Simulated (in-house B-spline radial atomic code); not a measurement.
## Correlation energy from the adiabatic connection: −Z/r, Z = 0.75, wall at 2 bohr

Two electrons in a singlet, external potential −Z/r, Z = 0.75, wall at 2 bohr (atomic units). Full CI in B-splines (partial waves to l = 8, correlation up to 0.6 % small) with the density held fixed gives W(λ) = <V_ee>_λ − U, and E_c is the integral of W(λ) − W(0) from 0 to 1.

```
   λ  W(λ) − W(0) (hartree)
   0                0.00000
0.02               -0.00203
0.05               -0.00504
0.12               -0.01189
0.25               -0.02396
 0.4               -0.03694
 0.6               -0.05279
 0.8               -0.06719
   1               -0.08029
```

Problem. Integrate the table by the trapezoid rule.

Solution. The strips give -0.00002, -0.00011, -0.00059, -0.00233, -0.00457, -0.00897, -0.01200, -0.01475, which sum to -0.04334 hartree. The direct value, W(1) − W(0) + T_c with T_c = 0.03686, is -0.04343; the curve is convex, so chords lie above it and the trapezoids fall short in size by 0.21 %.

Problem. Now use only three numbers: W(0) = -0.94934, the initial slope W'(0) = -0.1022 (extrapolated from the first points) and the strong-coupling limit of the point-charge-plus-continuum model, W∞ = -1.0249. What do second-order theory and the interpolation W(λ) = W∞ + (W(0) − W∞)/√(1 + 2χλ) of Seidl, Perdew and Levy give?

Solution. Second order keeps the slope alone: E_c = W'(0)/2 = -0.05110, +18 % in size against -0.04343. Matching the slope fixes χ = W'(0)/(W∞ − W(0)) = -0.1022/(-0.07556) = 1.35257. Integrating, with s = √(1 + 2χ) = 1.924873, E_c = −(W(0) − W∞)(s − 1)/(s + 1) = −0.07556 × 0.924873/2.924873 = -0.02389 hartree, -45.0 % in size against the full result. At λ = 1 the formula gives W − W(0) = -0.03631 against -0.08029. Part of the miss can come from the model's W∞, which here lies above the computed W at λ = 10, -1.21257.
